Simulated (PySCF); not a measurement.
C2H6BiF. Atoms are numbered in the order given.

```xyz
10

Bi    -0.2867     0.1247     0.0000
F      1.3566     1.3929     0.0000
C      0.5911    -1.2053     1.6467
H      0.1644    -0.9409     2.6325
H      0.4020    -2.2721     1.4185
H      1.6788    -0.9992     1.6384
C      0.5911    -1.2053    -1.6467
H      0.1644    -0.9409    -2.6325
H      1.6788    -0.9992    -1.6384
H      0.4020    -2.2721    -1.4185
```

Coordinates come from a PBE-D3(BJ)/def2-SVP optimisation. The def2 effective core potentials stand for the cores of Bi; spin–orbit coupling is left out.

The numbers are results of PBE-D3(BJ)/def2-SVP (PySCF), not measurements.

Frequencies are harmonic and unscaled.

```tsv
mode	ν (cm⁻¹)	IR (km/mol)	Raman (Å⁴/amu)	depolarisation	moving atoms (share of kinetic energy)
1	46	0.0	0.2	0.75	H 98 %
2	76	0.3	0.6	0.73	H 91 %
3	142	3.5	3.3	0.75	F 50 %, C 28 %, H 18 %
4	148	2.1	2.7	0.75	F 34 %, C 34 %, H 26 %
5	157	2.1	4.6	0.74	C 54 %, H 31 %, Bi 9 %
6	452	26.1	22.2	0.75	C 74 %, H 18 %
7	455	17.3	37.6	0.12	C 75 %, H 18 %
8	535	41.6	7.6	0.17	F 91 %
9	661	7.4	0.3	0.75	H 89 %, C 11 %
10	678	13.3	2.7	0.75	H 82 %, C 16 %
11	679	0.2	2.2	0.75	H 84 %, C 16 %
12	761	16.8	4.6	0.69	H 81 %, C 18 %
13	1112	2.3	11.1	0.75	H 82 %, C 18 %
14	1126	0.7	16.3	0.11	H 83 %, C 17 %
15	1364	2.2	7.5	0.75	H 95 %
16	1376	6.7	18.9	0.68	H 95 %
17	1377	2.3	22.5	0.75	H 94 %
18	1389	11.3	6.4	0.75	H 95 %
19	2983	5.7	265.1	0.01	H 98 %
20	2984	5.6	0.4	0.75	H 98 %
21	3108	1.2	2.3	0.75	H 90 %, C 10 %
22	3109	6.3	131.4	0.75	H 90 %, C 10 %
23	3113	5.7	39.6	0.75	H 90 %, C 10 %
24	3113	0.6	126.6	0.74	H 90 %, C 10 %
```
